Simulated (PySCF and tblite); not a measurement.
Values are calculated unless marked as measured or tabulated.
System: C₃H₃BrO₂, numbered as in [O:1]=[CH:2]/[C:3]([Br:4])=[CH:5]\[OH:6].

For the rotation about the C2–C3 bond (torsion O1–C2–C3–Br4 from -180° to 0°, rising): electronic barrier 18.97 kcal/mol, zero-point change -0.63 kcal/mol, thermal and entropy terms at 200 K a further -0.16 kcal/mol (symmetry numbers apart). The minimum is Cs, the saddle C1. Geometries: PBE0-D3(BJ)/def2-SVP; energies: BHandHLYP/pcSseg-1 + D3(BJ); zero-point and thermal terms from GFN2-xTB harmonic modes (soft modes blended into free rotors). Rates follow Eyring's equation with the number of equivalent paths and no tunnelling. (PySCF 2.14 with density fitting, tblite 0.8.)

(1) How many equivalent paths lead out of the minimum?

(2) Work out the rate at 200 K.

Spin–orbit effects of heavy atoms on shieldings are missing.

## Answers

(1) 2: the symmetry number of the minimum is 1, that of the saddle displaced along its mode 1, and the displaced saddle is chiral while the minimum is not, which doubles the count.

(2) ΔG‡ = 18.18 kcal/mol; k_B T/h = 4.2×10¹² s⁻¹; exp(−ΔG‡/RT) = 1.4×10⁻²⁰; times 2 gives k = 1.1×10⁻⁷ s⁻¹. Wigner's tunnelling factor for the 190i cm⁻¹ mode would be 1.08.
